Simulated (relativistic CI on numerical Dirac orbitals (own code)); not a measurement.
**Slater and spin-orbit integrals, Sb⁹⁺**

Method of calculation: Dirac-Coulomb-Breit CI, separate exchange-only KLI orbitals for each configuration, model QED (radiative potential, 1s self-energy scaled to tabulated hydrogen-like ionisation energies), unscaled Slater integrals (own radial code, finite nucleus).

Slater integrals F^k, G^k are unscaled and averaged over j, outside the closed core [Ar] 3d10; ζ comes from projecting the Hamiltonian with its Breit term on Σ l·s of the shell.

- 4s2 4p6 4d6: F^2(4d,4d) = 111790, F^4(4d,4d) = 74998, ζ(4d) = 4771.9 cm⁻¹; <r>(4d) = 0.9093, <r^2>(4d) = 0.9499 (bohr units).
- 4s2 4p5 4d7: ζ(4p) = 49938, F^2(4d,4d) = 111960, F^4(4d,4d) = 75113, F^2(4p,4d) = 117940, G^1(4p,4d) = 149840, G^3(4p,4d) = 93748, ζ(4d) = 4784.9 cm⁻¹; <r>(4p) = 0.815, <r^2>(4p) = 0.7526, <r>(4d) = 0.9077, <r^2>(4d) = 0.9466 (bohr units).
- 4s2 4p6 4d5 4f: F^2(4d,4d) = 112180, F^4(4d,4d) = 75266, ζ(4d) = 4846.2, F^2(4d,4f) = 96015, F^4(4d,4f) = 61997, G^1(4d,4f) = 115220, G^3(4d,4f) = 72325, G^5(4d,4f) = 51167, ζ(4f) = 132.48 cm⁻¹; <r>(4d) = 0.9059, <r^2>(4d) = 0.9431, <r>(4f) = 1.128, <r^2>(4f) = 1.498 (bohr units).

Task: Give the Racah parameters of the d shell in 4s2 4p6 4d6.

Result: B = F²/49 − 5F⁴/441 = 1431 cm⁻¹ and C = 35F⁴/441 = 5952 cm⁻¹.

Averages of the first 10 configurations, taken without configuration mixing, which lowers the lowest level and can move excited configurations by several eV; other configurations of the list can lie among them:

```json
{"Configuration": "4s2 4p6 4d6", "Parity": "even", "States": "210", "Average energy above the lowest level (eV)": "6.9"}
{"Configuration": "4s2 4p5 4d7", "Parity": "odd", "States": "720", "Average energy above the lowest level (eV)": "86.5"}
{"Configuration": "4s2 4p6 4d5 4f", "Parity": "odd", "States": "3528", "Average energy above the lowest level (eV)": "85.0"}
{"Configuration": "4s2 4p6 4d5 5s", "Parity": "even", "States": "504", "Average energy above the lowest level (eV)": "63.5"}
{"Configuration": "4s2 4p4 4d8", "Parity": "even", "States": "675", "Average energy above the lowest level (eV)": "167.7"}
{"Configuration": "4s2 4p6 4d5 5p", "Parity": "odd", "States": "1512", "Average energy above the lowest level (eV)": "79.6"}
{"Configuration": "4s 4p6 4d7", "Parity": "even", "States": "240", "Average energy above the lowest level (eV)": "140.9"}
{"Configuration": "4s2 4p6 4d4 5s2", "Parity": "even", "States": "210", "Average energy above the lowest level (eV)": "124.7"}
{"Configuration": "4s2 4p6 4d4 5s 5p", "Parity": "odd", "States": "2520", "Average energy above the lowest level (eV)": "139.5"}
{"Configuration": "4s2 4p6 4d5 5d", "Parity": "even", "States": "2520", "Average energy above the lowest level (eV)": "103.7"}
```
